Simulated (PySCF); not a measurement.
PySCF input for H₉PSi₃, SMILES P([SiH3])([SiH3])[SiH3], PBE0/pcSseg-1. Coordinates come from a r2SCAN-D4/def2-SVP optimisation.

```python
import numpy as np
from pyscf import gto, scf, dft
from pyscf.prop.nmr import rks as nmr

mol = gto.M(
    atom='''
    Si   -1.86228946    0.63791634    0.22270220
    P    -0.00000000    0.00000000   -0.89291900
    Si    1.48359649    1.29383182    0.22270220
    Si    0.37869298   -1.93174816    0.22270220
    H    -2.19105043    2.03592447   -0.18547606
    H    -1.70740252    0.58978477    1.71051143
    H    -2.97684975   -0.27101897   -0.17827112
    H     1.25371556    2.71353698   -0.17827112
    H     2.85868753    0.87954309   -0.18547605
    H     1.36446985    1.18376157    1.71051142
    H     1.72313419   -2.44251802   -0.17827112
    H    -0.66763711   -2.91546757   -0.18547605
    H     0.34293266   -1.77354633    1.71051143
    ''',
    basis='pcSseg-1',
    charge=0,
    spin=0,
    max_memory=1600,
    verbose=3,
)
mf = dft.RKS(mol, xc='pbe0')
mf.grids.level = 3
mf.conv_tol = 1e-10
mf.max_cycle = 100
mf.kernel()
n = nmr.NMR(mf)
n.verbose = 2
n.max_cycle_cphf = 60
sigma = n.kernel()
print('atom   isotropic/ppm   span/ppm')
for i, s in enumerate(sigma):
    w = np.linalg.eigvalsh((s + s.T) / 2)
    print(f'{mol.atom_symbol(i):2s}{i + 1:3d} {w.mean():14.3f} {w[2] - w[0]:11.3f}')
```

It prints:

```
converged SCF energy = -1214.69657912584
atom   isotropic/ppm   span/ppm
Si  1        417.815      99.835
P   2        681.052      62.005
Si  3        417.814      99.830
Si  4        417.813      99.834
H   5         27.094       9.908
H   6         27.399       8.711
H   7         27.095       9.898
H   8         27.095       9.898
H   9         27.094       9.908
H  10         27.399       8.711
H  11         27.095       9.898
H  12         27.094       9.908
H  13         27.399       8.711
```

The run converged.
